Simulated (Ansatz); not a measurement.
Computed with Ansatz on PBE0-D4/def2-TZVP structures; ΔE is electronic, products minus reactants. CBS: MP2 limit from def2 TZ/QZ plus the TZ coupled-cluster correction, frozen cores. DFT in def2-TZVPP. HSE06 is defined as in plane-wave codes. One conformer a species, not always the lowest.

Consider the isomerisation: `FCO[SiH2]Cl` → `FC(Cl)O[SiH3]`.

`FCO[SiH2]Cl`:

```xyz
9

F     0.599    1.868    0.250
C     0.113    0.872    1.062
O    -0.723    0.041    0.352
Si   -0.335   -0.827   -0.988
Cl    1.379   -1.902   -0.645
H    -0.466    1.341    1.860
H     0.977    0.326    1.457
H    -1.460   -1.757   -1.191
H    -0.084    0.038   -2.157
```

`FC(Cl)O[SiH3]`:

```xyz
9

F    -1.322    0.647   -1.161
C    -0.125    0.029   -1.341
Cl   -0.469   -1.718   -1.599
O     0.688    0.238   -0.297
Si    0.286    0.121    1.327
H     0.325    0.396   -2.262
H    -0.453   -1.135    1.589
H     1.595    0.131    2.014
H    -0.526    1.291    1.730
```

Task: Is it downhill or uphill in electronic energy at CCSD(T)/CBS, and by how much? (An estimate is asked.)

Result: The calculation gave: Uphill: ΔE = +37.6 kcal/mol.

Task: What do these levels give: PBE-D4, PBE0-D4, HSE06-D4, BHLYP-D4, B2PLYP, PBE-QIDH, revPBE, r2SCAN, r2SCAN0, CAM-B3LYP, CCSD(T)/def2-SVP, MP2/CBS(def2)? (An estimate is asked.)

Result: The calculation gave: PBE-D4 34.2, PBE0-D4 36.1, HSE06-D4 36.1, BHLYP-D4 38.2, B2PLYP 37.1, PBE-QIDH 37.7, revPBE 34.6, r2SCAN 35.9, r2SCAN0 37.3, CAM-B3LYP 36.7, CCSD(T)/def2-SVP 34.1, MP2/CBS(def2) 38.8 kcal/mol.

Largest T1 diagnostic among the species: 0.012.

From BLYP to BHLYP (50 % exact exchange), in def2-TZVPP and without D4, ΔE moves by +3.5 kcal/mol. In def2-TZVPP, CCSD(T) changes the Hartree–Fock value by −3.0 kcal/mol (the triples alone add −0.9 kcal/mol) and MP2 by −1.9 kcal/mol. At CCSD(T), def2-SVP lies −3.6 kcal/mol from the extrapolated value and def2-TZVPP −0.8 kcal/mol.
